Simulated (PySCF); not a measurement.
**Telling isomers of C$_{7}$H$_{14}$P$_{2}$ apart by NMR**

Theory: NMR shieldings at PBE0/pcSseg-1/GIAO, structure optimised with GFN2-xTB, in PySCF 2.14 (averaged over atoms made equivalent by symmetry, fast rotation or ring inversion, non-relativistic Hamiltonian, single conformer, no solvent model).

Referencing at the same level of theory: ¹H and ¹³C vs TMS. Splittings of carbon signals by F and P are missing where no couplings were computed. Where no couplings were computed, multiplicities follow the n + 1 count of equivalent neighbours, and m marks all less simple cases (inequivalent or close neighbours, rings, F or P nearby). Shifts are as computed. Against solution values, carbons near 30 ppm lie about +3 ppm off and those near 130 ppm about +5 ppm. Of 1211 compounds with measured shifts, 218 miss one by over three times the rms of a fit or turn the order of signals round; such compounds aren't used in these exercises.

(1) Tabulate the signals of `C=C(C)/P=P\C(C)(C)C`, `C=CP1(=C)CCPCC1` and their relative energies.

(2) What is the quickest way to tell C=C(C)/P=P\C(C)(C)C from C=CP1(=C)CCPCC1?

Answers

(1) 
```json
{"SMILES": "C=C(C)/P=P\\C(C)(C)C", "carbon types": "2×C 1×CH2 4×CH3", "δC": "165.7, 126.7, 54.7, 31.8, 27.7", "δH": "5.93 (m, 1H), 5.21 (m, 1H), 2.29 (m, 3H), 1.46 (m, 9H)", "E rel. (kcal/mol)": "0.0"}
{"SMILES": "C=CP1(=C)CCPCC1", "carbon types": "1×CH 6×CH2", "δC": "152.1, 129.4, 25.9, 17.2, -3.1", "δH": "6.31 (m, 1H), 5.98 (m, 1H), 5.65 (m, 1H), 3.99 (m, 2H), 3.84 (m, 1H), 2.32 (m, 2H), 1.72 (m, 2H), 1.51 (m, 2H), -0.45 (m, 2H)", "E rel. (kcal/mol)": "25.4"}
```

Energies are electronic energies at PBE0/pcSseg-1 on these geometries, without zero-point or thermal terms, each for the one conformer computed, which needn't be the lowest.

(2) Both give the same number of carbon signals, but DEPT or the intensities differ. The first has a fully substituted alkene carbon (C) at 165.7 ppm, the second an alkene CH at 152.1 ppm.
